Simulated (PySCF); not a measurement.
B3LYP has the VWN-RPA correlation part, as in Gaussian. Excitations are Tamm–Dancoff values on a coarser integration grid. The basis has no diffuse functions, so Rydberg states are missing or too high.

Cartesian coordinates (Å):
```xyz
16

O      2.7548     1.6163     0.0749
C      2.1381     0.5758     0.0903
C      0.6484     0.5300     0.0116
C     -0.1012    -0.6053     0.0252
C      0.4382    -1.9970     0.1212
F      1.1353    -2.1996     1.2568
F     -0.5637    -2.8975     0.1046
F      1.2614    -2.3001    -0.9020
Si    -1.9194    -0.0915    -0.0965
C     -1.4497     1.7240    -0.1579
C     -0.1034     1.8081    -0.0896
H      2.6585    -0.4057     0.1642
H     -2.7069    -0.4939     1.1007
H     -2.5783    -0.6096    -1.3266
H     -2.0823     2.6107    -0.2340
H      0.4712     2.7381    -0.1028
```
Charge 0, spin multiplicity 1.

Predict the total energy, dipole moment, S1–T1 gap (TDA), S1 excitation (TDA) and T1 excitation (TDA) from PySCF with B3LYP-D3(BJ)/def2-TZVP // B3LYP-D3(BJ)/def2-SVP.


- total energy = -896.1666 Ha
- dipole moment = 2.78 D
- S1–T1 gap (TDA) = 0.75 eV
- S1 excitation (TDA) = 3.10 eV
- T1 excitation (TDA) = 2.35 eV
